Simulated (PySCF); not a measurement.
Compound: CF3SO2Cl.
Z-matrix (Å and degrees, PBE0-D3(BJ)/def2-SVP geometry), rows numbered from 1:
```
O 
S   1  1.4407
O   2  1.4405  1  123.76
Cl  2  2.0677  1  108.50  3  -129.07
C   2  1.8745  1  107.59  3   125.68
F   5  1.3150  2  106.68  1   -70.78
F   5  1.3115  2  109.45  1    48.54
F   5  1.3121  2  109.69  1   169.80
```

All values: PBE0/def2-SVPD (PySCF, non-relativistic), on one gas-phase PBE0-D3(BJ)/def2-SVP geometry that isn't relaxed in the solvent. The solvent is an IEF-PCM continuum (van der Waals radii × 1.2), and excitations are vertical TDDFT with non-equilibrium linear response and a frozen core. Specific hydrogen bonds and non-electrostatic terms are outside this model.

Gas-phase singlets (H = HOMO, L = LUMO):

```tsv
state	E (eV)	λ (nm)	f	leading configurations
S1	5.563	223	0.003	H→L 98%
S2	6.142	202	0.005	H-2→L 95%
S3	6.340	196	0.065	H-1→L 83%, H-4→L 13%
S4	6.510	190	0.002	H-3→L 96%
S5	7.237	171	0.006	H-5→L 93%
```

Problem. What are the lowest 5 singlets in benzene (ε = 2.271)?

Solution. 
| state | E (eV) | λ (nm) | f | leading configurations | change by rank (eV) |
| --- | --- | --- | --- | --- | --- |
| S1 | 5.574 | 222 | 0.004 | H→L 98% | +0.011 |
| S2 | 6.112 | 203 | 0.006 | H-2→L 94% | -0.030 |
| S3 | 6.338 | 196 | 0.096 | H-1→L 85%, H-4→L 10% | -0.002 |
| S4 | 6.555 | 189 | 0.003 | H-3→L 96% | +0.045 |
| S5 | 7.274 | 170 | 0.009 | H-5→L 93% | +0.037 |

Problem. What are the lowest 5 singlets in chloroform (ε = 4.711)?

Solution. 
```tsv
state	E (eV)	λ (nm)	f	leading configurations	change by rank (eV)
S1	5.585	222	0.004	H→L 98%	+0.022
S2	6.101	203	0.005	H-2→L 94%	-0.041
S3	6.357	195	0.096	H-1→L 84%, H-4→L 10%	+0.017
S4	6.584	188	0.002	H-3→L 96%	+0.074
S5	7.303	170	0.009	H-5→L 93%	+0.066
```

Problem. How do the frontier levels move from gas to chloroform?

Solution. 
```csv
orbital,gas (eV),solvent (eV),change (eV),"Löwdin shares, gas","Löwdin shares, solvent"
LUMO+2,0.23,0.33,+0.10,"S2 30 %, C5 23 %, O1 14 %, O3 13 %","S2 31 %, C5 23 %, O1 14 %, O3 13 %"
LUMO+1,-0.30,-0.23,+0.07,"S2 38 %, O1 15 %, O3 14 %, Cl4 14 %","S2 38 %, O1 15 %, O3 15 %, Cl4 13 %"
LUMO,-2.72,-2.61,+0.11,"Cl4 43 %, S2 26 %, O1 11 %, O3 11 %","Cl4 43 %, S2 26 %, O1 11 %, O3 11 %"
HOMO,-9.97,-9.90,+0.07,"Cl4 54 %, O1 22 %, O3 22 %","Cl4 57 %, O1 21 %, O3 20 %"
HOMO-1,-10.35,-10.27,+0.08,"O3 23 %, O1 22 %, Cl4 16 %, C5 12 %","O3 22 %, O1 21 %, Cl4 17 %, C5 12 %"
HOMO-2,-10.62,-10.49,+0.13,"Cl4 82 %, S2 6 %","Cl4 82 %, S2 6 %"
HOMO-3,-10.95,-10.92,+0.03,"O1 39 %, O3 38 %, S2 10 %, Cl4 8 %","O1 40 %, O3 39 %, S2 9 %, Cl4 7 %"
```

The HOMO–LUMO gap goes from 7.26 to 7.29 eV.
